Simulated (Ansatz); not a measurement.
Clusters of 3 atoms, chalcogenide: PBE-D4/def2-TZVP single points in Ansatz on relaxed structures, gas phase. Each cluster is the lowest isomer that a short search found in that spin, judged at the geometry's level, and lower ones may exist. Core potentials for Ag, Hf, Mo, Te, no spin–orbit coupling. HOMO and LUMO are taken over both spins. Singlets are spin-restricted. The spins of the ions were chosen, not always searched. A dash marks a value that wasn't run or was left out as unsound. The structures are stationary points that may keep the symmetry of their start. Remarks come from the PBE and PBE0 runs and from stability tests at other levels; not every state was tested.

| species | atoms | state | geometry | HOMO (eV) | LUMO (eV) | gap (eV) | vertical IE (eV) | lowest of the spins relaxed | point group (within 0.1 Å) | remarks |
| --- | --- | --- | --- | --- | --- | --- | --- | --- | --- | --- |
| HfS2⁺ | 3 | doublet | PBE-D4/def2-TZVP | -11.38 | -10.39 | 0.99 | – | doublet, of doublet/quartet | C2v | – |
| MoSe2⁺ | 3 | doublet | PBE-D4/def2-TZVP | -11.25 | -10.32 | 0.93 | – | doublet, of doublet/quartet | C2v | spin-contaminated (⟨S²⟩ up to 1.17) |
| K2Te | 3 | singlet | PBE-D4/def2-TZVP | -2.62 | -1.56 | 1.06 | 4.97 | singlet, of singlet/triplet/quintet | C2v | – |
| Cu2S⁺ | 3 | doublet | PBE0-D4/def2-TZVP | -11.39 | -10.57 | 0.82 | – | doublet, of doublet/quartet | C2v | – |
| Na2Se | 3 | singlet | PBE-D4/def2-TZVP | -3.20 | -1.88 | 1.32 | 5.87 | singlet, of singlet/triplet/quintet | C2v | – |
| Ag2S | 3 | singlet | PBE-D4/def2-TZVP | -4.90 | -3.48 | 1.41 | 7.77 | singlet, of singlet/triplet/quintet | C2v | – |
| Cu2Te | 3 | singlet | B3LYP-D4/def2-TZVP | -4.63 | -3.40 | 1.23 | 7.36 | singlet, of singlet/triplet/quintet | C2v | – |

The gap (eV) runs from 0.82 (Cu2S⁺) to 1.41 (Ag2S). The vertical IE (eV) runs from 4.97 (K2Te) to 7.77 (Ag2S).
